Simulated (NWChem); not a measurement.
System: SiH$_{2}$OCl$_{2}$; SMILES O[SiH](Cl)Cl

```xyz
6

Si    -0.4289     0.4192     0.0000
O     -1.8976    -0.3113     0.0000
Cl     0.6627    -0.1246     1.6559
Cl     0.6627    -0.1246    -1.6559
H     -0.6599     1.8734     0.0000
H     -1.9368    -1.2732     0.0000
```
Atoms are numbered in this order, from 1.

Level: PBE0/def2-SVP (NWChem), optimised geometry, unscaled harmonic frequencies. 

List the harmonic frequencies with IR intensities, and the thermochemistry.


```csv
frequency (cm⁻¹),IR intensity (km/mol)
180,38.5
184,3.5
295,29.8
307,99.3
525,37.3
599,174.0
770,84.8
811,167.5
865,237.4
952,101.3
2348,74.3
3925,139.4
```

The zero-point energy comes out as 16.8 kcal/mol. The thermal correction to the enthalpy at 298.15 K (with zero-point energy) is 20.8 kcal/mol, the heat capacity Cv is 17.6 cal/(mol K) and the entropy at 298.15 K and 1 atm (symmetry number 1) comes out as 76.5 cal/(mol K). The dipole moment is 1.11 D.

Rigid rotor and harmonic oscillator.
